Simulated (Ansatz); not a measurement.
`COCCOC=O` and `CCOC` differ in one atom or group.

Ansatz, PBE0-D4/def2-TZVP geometries, multiplicity 1. Each molecule was computed in one conformer, which needn't be the lowest.

```tsv
property	`COCCOC=O`
LUMO energy (PBE0/def2-TZVPP) / eV	0.12
HOMO–LUMO gap (PBE0/def2-TZVPP) / eV	7.70
HOMO energy (B3LYP/def2-TZVPP) / eV	-7.37
HOMO–LUMO gap (ωB97M-V/def2-TZVPP) / eV	12.35
size of the dipole moment (ωB97M-V/def2-TZVPP) / D	2.02
HOMO energy (ωB97M-V/def2-TZVPP) / eV	-9.99
```

**Question.** What does the change do to each property? (An estimate is asked.)

**Answer.** The calculation gave: 
| property | `CCOC` | shift |
| --- | --- | --- |
| LUMO energy (PBE0/def2-TZVPP) / eV | 1.37 | 1.25 |
| HOMO–LUMO gap (PBE0/def2-TZVPP) / eV | 8.73 | 1.03 |
| HOMO energy (B3LYP/def2-TZVPP) / eV | -7.14 | 0.23 |
| HOMO–LUMO gap (ωB97M-V/def2-TZVPP) / eV | 12.60 | 0.25 |
| size of the dipole moment (ωB97M-V/def2-TZVPP) / D | 1.13 | -0.89 |
| HOMO energy (ωB97M-V/def2-TZVPP) / eV | -9.78 | 0.21 |

With PBE0 the HOMO rises by 0.23 eV and the LUMO rises by 1.25 eV, so the gap widens by about 1.02 eV. PBE moves the HOMO by 0.26 eV and ωB97M-V by 0.21 eV. Dipoles are sizes alone; their direction can turn.

B3LYP here is the variant with VWN-RPA as its local correlation; programs differ in this.
